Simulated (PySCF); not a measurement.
Here is a job for PySCF.
```python
from pyscf import gto, scf, dft

mol = gto.M(
    atom='''
H     0.00000000    0.00000000    0.00000000
''',
    basis='6-31g**',
    spin=1,
    verbose=4,
)

mf = dft.UKS(mol)
mf.xc = 'r2scan'
mf.kernel()
mf.analyze()
```

Predict the number of basis functions from R2SCAN/6-31G** in PySCF.

5

Give the HOMO energy at the level R2SCAN/6-31G**.

-7.87 eV

These values belong to the state on which the SCF converged, which isn't shown to be the lowest.
